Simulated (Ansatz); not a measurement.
Molecule: CH₅AlO₂, net charge 0, singlet state. 
Geometry from a B3LYP-D3(BJ)/def2-TZVP (Ansatz, an electronic-structure program) optimisation:
SMILES: [Al]([OH])([OH])[CH3]
```xyz
9

Al     0.0360     0.0341     0.0018
C     -1.4368    -1.2196    -0.1085
H     -1.1266    -2.1422    -0.6057
H     -2.2794    -0.8034    -0.6623
H     -1.7868    -1.5010     0.8875
O     -0.0899     1.5286    -0.8023
H      0.5753     2.2168    -0.8164
O      1.4113    -0.4060     0.9020
H      2.1984     0.1240     1.0268
```

Atomisation energy built up term by term with Ansatz (kcal/mol; UHF references for open shells; valence terms freeze the core; atomic spin-orbit terms are left out). CBS marks a two-point X^-3 extrapolation of the correlation energy; Hartree-Fock from the larger set.

```
term                                            basis  kcal/mol
-----------------------  ----------------------------  --------
Hartree-Fock                              cc-pV(Q+d)Z    598.95
CCSD correlation         CBS(cc-pV(T+d)Z,cc-pV(Q+d)Z)    213.96
(T)                      CBS(cc-pV(T+d)Z,cc-pV(Q+d)Z)     13.08
core correlation                            cc-pwCVTZ      1.53
scalar relativity (X2C)    cc-pVTZ-DK against cc-pVTZ     -1.28
sum: De                                                   826.2
```

(T) makes 1.6 % of the CCSD(T) atomisation energy; under 5 % is typical of single-reference molecules.
